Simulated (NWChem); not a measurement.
System: C$_{4}$H$_{3}$N$_{2}$, doublet; SMILES [c]1cnccn1

```xyz
9

C      1.3500     0.1867     0.0000
N      0.6335     1.2501     0.0000
C     -0.6985     1.1233     0.0000
C     -1.2561    -0.1544     0.0000
N     -0.5014    -1.2526     0.0000
C      0.8197    -1.1077     0.0000
H     -1.3133     2.0288     0.0000
H     -2.3429    -0.2903     0.0000
H      1.4407    -2.0082     0.0000
```
Atoms are numbered in this order, from 1.

Results from NWChem. Spin-unrestricted. In the optimisation the excess spin sits in a' (Cs, its own frame). Structure relaxed at the PBE0/def2-SVP, spin-unrestricted level. No stability test was run on the SCF state.

Problem. Among these, which level gives the highest value of “highest occupied level (eV)”?
(A) PBE0/def2-TZVPP
(B) PBE0/pcseg-2
(C) PBE0/pcseg-1
(D) PBE0/3-21G

Solution. D, PBE0/3-21G. Values: PBE0/pcseg-1 -6.63; PBE0/pcseg-2 -6.59; PBE0/def2-TZVPP -6.56; PBE0/3-21G -6.19
